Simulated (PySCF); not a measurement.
Isomers of C2H8O3Si3, one GFN2-xTB conformer each. Single-point energies are computed at PBE0/pcSseg-1 (PySCF, gas phase, no added dispersion term), electronic only.

```
                       SMILES  GFN2-xTB relative energy (kJ/mol)
   O[Si](O)(C#C[SiH3])O[SiH3]                              168.7
O=C(O)[Si@@H]1C[SiH2][SiH2]O1                              322.8
 C#C[Si@@](O)(O[SiH3])[SiH2]O                              196.6
  C#C[Si@@H](O[SiH3])O[SiH2]O                                0.9
   [SiH3]OC1=CO[SiH2][SiH2]O1                              138.7
   C#C[SiH2]O[Si@H](O)O[SiH3]                                0.0
```

Conformers: `[OH:1][Si:2]([OH:3])([C:4]#[C:5][SiH3:6])[O:7][SiH3:8]` with H–O1–Si2–O3 32°, O1–Si2–O3–H 167°, O1–Si2–O7–Si8 53°; `[O:1]=[C:2]([OH:3])[Si@@H:4]1[CH2:5][SiH2:6][SiH2:7][O:8]1` with O1–C2–O3–H -1°, O1–C2–Si4–C5 -116°, C2–Si4–C5–Si6 -95°, Si4–C5–Si6–Si7 -15°, C5–Si6–Si7–O8 7°, Si6–Si7–O8–Si4 6°; `[CH:1]#[C:2][Si@@:3]([OH:4])([O:5][SiH3:6])[SiH2:7][OH:8]` with C2–Si3–O4–H 65°, C2–Si3–O5–Si6 89°, C2–Si3–Si7–O8 65°, Si3–Si7–O8–H 50°; `[CH:1]#[C:2][Si@@H:3]([O:4][SiH3:5])[O:6][SiH2:7][OH:8]` with C2–Si3–O4–Si5 102°, C2–Si3–O6–Si7 -89°, Si3–O6–Si7–O8 -14°, O6–Si7–O8–H 179°; `[SiH3:1][O:2][C:3]1=[CH:4][O:5][SiH2:6][SiH2:7][O:8]1` with Si1–O2–C3–C4 -179°, C3–C4–O5–Si6 11°, C4–O5–Si6–Si7 -24°, O5–Si6–Si7–O8 27°, Si6–Si7–O8–C3 -28°; `[CH:1]#[C:2][SiH2:3][O:4][Si@H:5]([OH:6])[O:7][SiH3:8]` with C2–Si3–O4–Si5 18°, Si3–O4–Si5–O6 153°, O4–Si5–O6–H -68°, O4–Si5–O7–Si8 -35°.

What does PBE0/pcSseg-1 give for the same structures?

```tsv
SMILES	PBE0/pcSseg-1 E (Eh)	PBE0/pcSseg-1 (kJ/mol)	GFN2-xTB (kJ/mol)	point group
C#C[SiH2]O[Si@H](O)O[SiH3]	-1174.55467	0.0	0.0	C1
C#C[Si@@H](O[SiH3])O[SiH2]O	-1174.54926	14.2	0.9	C1
O[Si](O)(C#C[SiH3])O[SiH3]	-1174.53608	48.8	168.7	C1
O=C(O)[Si@@H]1C[SiH2][SiH2]O1	-1174.51810	96.0	322.8	C1
C#C[Si@@](O)(O[SiH3])[SiH2]O	-1174.50098	141.0	196.6	C1
[SiH3]OC1=CO[SiH2][SiH2]O1	-1174.45133	271.3	138.7	C1
```

Both levels put the same isomer lowest; measured from each level's own lowest isomer, the values differ by up to 226.8 kJ/mol (O=C(O)[Si@@H]1C[SiH2][SiH2]O1: 322.8 against 96.0). As drawn, the lowest has a C≡C bond, an O–H bond and an Si–C bond, which the highest lacks; the highest has an Si–Si bond and a C=C bond outside aromatic rings, which the lowest lacks.

Which frontier levels, dipoles and rotational constants go with these structures?

```tsv
SMILES	HOMO (eV, PBE0/pcSseg-1)	LUMO (eV)	dipole (D)	A, B, C (MHz)
C#C[SiH2]O[Si@H](O)O[SiH3]	-8.44	-0.61	2.11	1379, 971.3, 618.1
C#C[Si@@H](O[SiH3])O[SiH2]O	-8.28	-0.01	2.58	1218, 1037, 672.0
O[Si](O)(C#C[SiH3])O[SiH3]	-8.17	-0.43	1.11	1521, 572.2, 467.5
O=C(O)[Si@@H]1C[SiH2][SiH2]O1	-7.60	-0.71	2.64	1976, 846.2, 783.4
C#C[Si@@](O)(O[SiH3])[SiH2]O	-7.87	-0.80	1.95	1315, 818.5, 641.7
[SiH3]OC1=CO[SiH2][SiH2]O1	-5.73	-1.10	2.46	2640, 762.2, 608.9
```
